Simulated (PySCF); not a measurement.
SMILES Cc1ccc(Cl)cc1, C₇H₇Cl

Geometry (Å), atoms numbered from 1 in this order:
```xyz
15

C    -1.593   -0.022    0.001
C    -0.100    0.123    0.059
C     0.730   -0.996    0.193
C     2.117   -0.876    0.217
C     2.694    0.388    0.106
Cl    4.420    0.552    0.138
C     1.893    1.521   -0.024
C     0.509    1.379   -0.045
H    -1.936   -0.895    0.574
H    -1.935   -0.158   -1.039
H    -2.100    0.869    0.397
H     0.283   -1.990    0.283
H     2.755   -1.755    0.324
H     2.358    2.505   -0.104
H    -0.114    2.272   -0.144
```

Theory: quadratic response CAM-B3LYP/aug-cc-pVDZ first hyperpolarisability, Taylor convention, gas phase in PySCF 2.14.0. Geometry: PBE0-D3(BJ)/def2-SVP.

Problem. Give the tensor of the static β(0;0,0) in the axes of these coordinates.

Solution. In au, Taylor convention; rows are the first index (the induced dipole):
```
      xx     yy    zz     xy    xz    yz
x  +95.3  +17.3  +9.5   +6.2  +4.5  +0.2
y   +6.2   +3.0  +2.7  +17.3  +0.2  -5.8
z   +4.5   -5.8  +5.7   +0.2  +9.5  +2.7
```
Norm of βᵢ = ⅓ Σⱼ (βᵢⱼⱼ + βⱼᵢⱼ + βⱼⱼᵢ): 122.8 au, hyper-Rayleigh value 46.5 au.
